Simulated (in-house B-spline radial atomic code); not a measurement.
A run on an ion of nuclear charge 59 with 59.5 electrons that did not converge. Method: scalar-relativistic (X2C) B3LYP, spin-polarised, spherical fractional occupations, Fermi nucleus of rms radius 4.8919 fm; computed with a B-spline radial code for spherical atoms.

Command:
```bash
python run_scf.py task.json out
```
Settings (nuclear radius in fm, mass in u):
```
Z                59
configuration    [Xe] 4f3.5 6s2
hamiltonian      x2c
method           b3lyp
spin_polarised   True
nucleus          fermi
rms_radius       4.8919
atomic_mass      140.90766
speed_of_light   137.035999084
```

First and last ten iterations of the last attempt (damped for 15 steps, keeping 80 % of the old Fock matrix, then DIIS):
```
 iter        energy (Eh)    residual
    1       -9226.690219    4.75e-01
    2       -9225.358622    5.75e-01
    3       -9231.211344    3.61e-01
    4       -9234.144369    2.12e-01
    5       -9235.533502    1.21e-01
    6       -9236.153136    7.61e-02
    7       -9236.412838    4.44e-02
    8       -9236.515677    2.46e-02
    9       -9236.555861    1.75e-02
   10       -9233.067889    1.56e-01
  111       -9232.847354    1.62e-01
  112       -9232.846940    1.62e-01
  113       -9232.843300    1.62e-01
  114       -9232.846063    1.62e-01
  115       -9236.519995    2.63e-02
  116       -9236.518223    2.67e-02
  117       -9232.850869    1.62e-01
  118       -9232.849951    1.62e-01
  119       -9232.822838    1.62e-01
  120       -9232.803099    1.62e-01
 not converged after 120 iterations
```

The smallest residual met was 1.8e-02; the threshold is about 6e-07. No energy from this run should be used. The likely cause: this method binds the added charge weakly or not at all at the basis-set limit, so charge moves back and forth between the atom and the box. Time taken, with all properties: 3.8 s on 1 thread of Arm Neoverse V2, with other jobs on the host.
